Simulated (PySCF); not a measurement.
All of these have the formula C3H12N2Si2. The calculation used TDDFT CAM-B3LYP/def2-SVPD, vertical, gas phase, core orbitals frozen in the response in PySCF. Geometries: GFN2-xTB; one conformer of each isolated species. Triplets are in the Tamm–Dancoff approximation.

A. `CN1[SiH2]NC[Si@H]1C`
B. `CN1[SiH2]CNC[SiH2]1`
C. `[SiH3]C[SiH]1NCCN1`
D. `CN[Si@H]1C[Si@@H](N)C1`

Lowest singlet levels (six at most, fewer where fewer were computed) with oscillator strengths:

1. 6.08 eV (f 0.004); 6.17 eV (f 0.005); 6.44 eV (f 0.011); 6.80 eV (f 0.025); 6.96 eV (f 0.040); 6.98 eV (f 0.012); T1 5.83 eV
2. 6.03 eV (f 0.025); 6.40 eV (f 0.007); 6.56 eV (f 0.045); 6.74 eV (f 0.002); 6.86 eV (f 0.005); 7.08 eV (f 0.064); T1 5.77 eV
3. 5.18 eV (f 0.002); 5.85 eV (f 0.034); 5.96 eV (f 0.006); 6.35 eV (f 0.007); 6.41 eV (f 0.001); 6.48 eV (f 0.000); T1 4.94 eV
4. 5.76 eV (f 0.004); 5.95 eV (f 0.002); 6.20 eV (f 0.003); 6.46 eV (f 0.020); 6.83 eV (f 0.012); 6.94 eV (f 0.013); T1 5.48 eV

Question: Match each spectrum to its molecule.

Answer: 1 = C, 2 = D, 3 = B, 4 = A.
- A: S1 at 5.76 eV, HOMO→LUMO (41%), HOMO-1→LUMO (25%), HOMO→LUMO+1 (15%); Löwdin shares by element: HOMO nitrogen 61%, carbon 11% or more (atoms not listed hold the other 28%); LUMO silicon 21% or more, hydrogen 17% or more, carbon 12% or more (atoms not listed hold the other 50%); HOMO -7.83 and LUMO 1.16 eV.
- B: S1 at 5.18 eV, HOMO→LUMO (83%), HOMO→LUMO+2 (10%); Löwdin shares by element: HOMO nitrogen 49% or more, carbon 22% or more, silicon 6% or more (atoms not listed hold the other 22%); LUMO silicon 41%, hydrogen 6% or more, carbon 6% or more (atoms not listed hold the other 47%); HOMO -7.27 and LUMO 1.02 eV; point group Cs, 1 of its 6 listed states under f = 0.0005.
- C: S1 at 6.08 eV, HOMO→LUMO (55%), HOMO→LUMO+3 (15%), HOMO-1→LUMO+2 (8%); Löwdin shares by element: HOMO nitrogen 59%, carbon 11% or more, silicon 6% or more (atoms not listed hold the other 24%); LUMO silicon 41%, carbon 7% or more, hydrogen 6% or more (atoms not listed hold the other 46%); HOMO -7.94 and LUMO 1.12 eV.
- D: S1 at 6.03 eV, HOMO→LUMO+1 (55%), HOMO→LUMO (16%), HOMO→LUMO+2 (10%); Löwdin shares by element: HOMO nitrogen 46% or more, carbon 23% or more, silicon 9% or more (atoms not listed hold the other 21%); LUMO silicon 32% or more, hydrogen 28% or more, nitrogen 12% or more (atoms not listed hold the other 28%); HOMO -7.84 and LUMO 1.16 eV.
C and D have S1 within 0.05 eV of each other; their strongest listed levels stand at 6.96 eV (f 0.040) and 7.08 eV (f 0.064).

Without π bonds the low states are Rydberg-like; a valence basis with one diffuse set may place them up to an eV too high.
